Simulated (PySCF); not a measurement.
UHF on Mg (magnesium, neutral)

Configuration: [Ne] 3p2, high-spin 3P determinant (an excited configuration). Computed with PySCF 2.14 in x2c-QZVPPall with one added diffuse shell each of s, p, d, f type (10s7p6d3f, 82 functions), with the spin-free X2C one-electron Hamiltonian (Gaussian nucleus).

```
Total energy                                                  : -199.690220 hartree
One-electron energy                                           : -278.1603 hartree
Hartree (Coulomb) energy                                      : 94.4620 hartree
Exchange energy                                               : -15.9919 hartree
⟨S²⟩                                                          : 2.0000
⟨L²⟩                                                          : 2.000
Sum of ⟨r⟩                                                    : 13.94 bohr
Sum of ⟨r²⟩                                                   : 44.27 bohr²
Traceless quadrupole moment −½Σ⟨3z² − r²⟩ along its main axis : 7.90 e·bohr²
Langevin diamagnetic susceptibility                           : -35.1 ×10⁻⁶ cm³/mol
```

```tsv
shell	electrons	mean orbital energy (eV)	spread (eV)	rms radius, mean of both spins (bohr)
1s α	1	-1340.4	0	0.151
1s β	1	-1340.3	0	0.151
2s α	1	-106.50	0	0.755
2s β	1	-106.34	0	0.755
2p α	3	-66.035	0.150	0.769
2p β	3	-65.756	0.181	0.769
3p α	2	-4.834	0	4.45
```

Spin-orbit constants ζ (cm⁻¹) from the X2C one-electron operator on these orbitals: bare nucleus, nucleus screened by l(l+1)(2l+1)/3 electrons, and screened by the Breit-Pauli mean field of the electrons.

| shell | bare | screened nucleus | mean field |
| --- | --- | --- | --- |
| 2p | 1762 | 1468 | 1336 |
| 3p | 41.66 | 34.72 | 30.77 |

To first order the Landé constant is A = 15.39 cm⁻¹, so the lowest level has J = 0 and lies 0.00382 eV below the centre of the term. This holds in LS coupling only.
